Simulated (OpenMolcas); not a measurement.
**Worked example: vertical ionisation energy of C2H6AlF (SMILES [CH3][Al]([CH3])[F])**

C2H6AlF: 10 atoms, total charge 0, spin state singlet. SMILES: `[CH3][Al]([CH3])[F]`. Geometry: relaxed at PBE0-D4/def2-TZVP.

Both states at this one shape; open shells run unrestricted unless said. 1 Eh = 27.2114 eV.

```
                                                           level     program  singlet C2H6AlF (Eh)  doublet C2H6AlF+ (Eh)
                                                     HF/def2-SVP  OpenMolcas           -420.463334            -420.107308
                              B3LYP/6-31G* (Cartesian functions)  OpenMolcas           -422.191896            -421.829315
                                                  BHLYP/def2-SVP  OpenMolcas           -421.884298            -421.509603
CCSD(T)/def2-SVP, open shells restricted, 8 core orbitals frozen  OpenMolcas           -421.058547            -420.684794
```

Problem. Work out the vertical ionisation energy at each level.

Solution. 
1. HF/def2-SVP: -420.107308 − (-420.463334) = 0.356026 Eh = 9.69 eV.
2. B3LYP/6-31G* (Cartesian functions): -421.829315 − (-422.191896) = 0.362581 Eh = 9.87 eV.
3. BHLYP/def2-SVP: -421.509603 − (-421.884298) = 0.374695 Eh = 10.20 eV.
4. CCSD(T)/def2-SVP, open shells restricted: -420.684794 − (-421.058547) = 0.373753 Eh = 10.17 eV.

No measured value is set beside it here; the levels span 9.69 to 10.20 eV. Hartree–Fock favours the state with fewer electron pairs, since it lacks pair correlation.
